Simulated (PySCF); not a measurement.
A PySCF script (with the pyscf-properties extension) for the NMR shieldings of `[SiH3][SiH2]O[SiH2]CC1CC1`, C$_{4}$H$_{14}$OSi$_{3}$, on a GFN2-xTB geometry:

```python
import basis_set_exchange as bse
import numpy as np
from pyscf import gto, dft
from pyscf.prop import nmr

atoms = """
Si    3.874801    1.264989    0.549414
Si    3.227747   -0.939792    0.414801
O     1.609869   -0.894539    0.258293
Si    0.071058   -1.335332    0.025846
C    -0.984204    0.213155    0.334127
C    -2.456103   -0.073578    0.182109
C    -3.404570    1.009865   -0.234369
C    -3.069657   -0.103329   -1.182892
H     3.717724    2.015058   -0.704400
H     5.295956    1.369658    0.903596
H     3.151218    2.050399    1.558396
H     3.489057   -1.767918    1.599417
H     3.728340   -1.691908   -0.743896
H    -0.239388   -2.400695    0.981046
H    -0.040889   -1.811902   -1.353392
H    -0.700476    1.004835   -0.362418
H    -0.795990    0.602670    1.338175
H    -2.831341   -0.798700    0.894775
H    -2.998401    1.989314   -0.438277
H    -4.392228    1.034122    0.201225
H    -2.434618    0.123203   -2.025932
H    -3.828316   -0.840190   -1.398845
"""
names = dict.fromkeys(["Si", "O", "C", "H"], "pcSseg-1")
basis = {el: gto.basis.parse(bse.get_basis(n, elements=[el], fmt="nwchem")) for el, n in names.items()}
mol = gto.M(atom=atoms, basis=basis, charge=0, verbose=0)
mf = dft.RKS(mol, xc="PBE0")
mf.grids.level = 2
mf.grids.alignment = dft.numint.BLKSIZE   # the property module wants whole blocks of grid points
mf.conv_tol = 1e-9
mf.kernel()

calc = nmr.RKS(mf)   # GIAO
C = mf.mo_coeff
Co = C[:, mf.mo_occ > 0]
resp = mf.gen_response(singlet=True, hermi=2)
def vind(x):   # induced exchange potential for any number of trial vectors
    d = np.einsum("pi,xij,qj->xpq", C, 2 * x.reshape(-1, C.shape[1], Co.shape[1]), Co, optimize=True)
    return np.einsum("xpq,pi,qj->xij", resp(d - d.transpose(0, 2, 1)), C, Co, optimize=True).ravel()
mo1, _ = nmr.rhf.solve_mo1(calc, with_cphf=vind)
sigma = calc.kernel(mo1)
for i, s in enumerate(sigma):   # ppm
    w = np.linalg.eigvalsh((s + s.T) / 2)
    print("%2d %-2s iso %8.1f  s11 %8.1f  s22 %8.1f  s33 %8.1f" % (i, mol.atom_pure_symbol(i), w.mean(), *w))
```

Q: Give the expected output.

A: 
```
 0 Si iso    469.7  s11    451.8  s22    471.8  s33    485.6
 1 Si iso    378.2  s11    310.6  s22    359.2  s33    464.9
 2 O  iso    328.2  s11    248.5  s22    365.6  s33    370.7
 3 Si iso    374.2  s11    333.6  s22    362.8  s33    426.2
 4 C  iso    161.9  s11    140.1  s22    153.2  s33    192.3
 5 C  iso    181.5  s11    155.3  s22    167.5  s33    221.7
 6 C  iso    178.7  s11    144.1  s22    175.5  s33    216.6
 7 C  iso    179.4  s11    147.5  s22    176.1  s33    214.7
 8 H  iso     28.2  s11     25.2  s22     26.4  s33     33.1
 9 H  iso     28.6  s11     25.4  s22     25.7  s33     34.6
10 H  iso     28.2  s11     24.9  s22     26.9  s33     32.8
11 H  iso     26.0  s11     22.2  s22     25.0  s33     30.9
12 H  iso     26.0  s11     22.3  s22     25.0  s33     30.8
13 H  iso     26.6  s11     22.6  s22     26.4  s33     30.9
14 H  iso     26.6  s11     22.4  s22     27.0  s33     30.6
15 H  iso     31.7  s11     26.6  s22     31.4  s33     37.0
16 H  iso     30.0  s11     24.6  s22     29.3  s33     36.0
17 H  iso     31.3  s11     23.8  s22     29.4  s33     40.7
18 H  iso     31.7  s11     25.8  s22     29.5  s33     40.0
19 H  iso     31.2  s11     25.2  s22     26.8  s33     41.8
20 H  iso     31.8  s11     26.5  s22     29.3  s33     39.6
21 H  iso     31.3  s11     25.8  s22     26.6  s33     41.6
```

These numbers come from an equivalent density-fitted implementation of the same equations, which agrees with the script to about 0.01 ppm for H and up to a few tenths of a ppm for heavy atoms, so last digits may differ.

Q: Turn these shieldings into chemical shifts. Scale: 29Si (349.16 ppm), 13C (186.93 ppm), 1H (31.72 ppm) against TMS; 17O (336.08 ppm) against H2O (reference shieldings calculated alike).

A: Averaging equivalent atoms: Si 3: -25.0; Si 1: -29.1; Si 0: -120.6; O 2: 7.8; C 4: 25.1; C 6/7: 7.8; C 5: 5.4; H 11/12: 5.68; H 13/14: 5.08; H 8/9/10: 3.37; H 15/16: 0.89; H 19/21: 0.44; H 17: 0.43; H 18/20: -0.06 ppm. Experimental scales use liquid or dissolved standards, which lie at an offset from isolated H2O (liquid H2O: subtract about 36 ppm).

Size and cost of the density-fitted run: 227 basis functions, 120 s wall time on 1 thread of an Intel Xeon, shared host; peak memory 1.1 GiB.
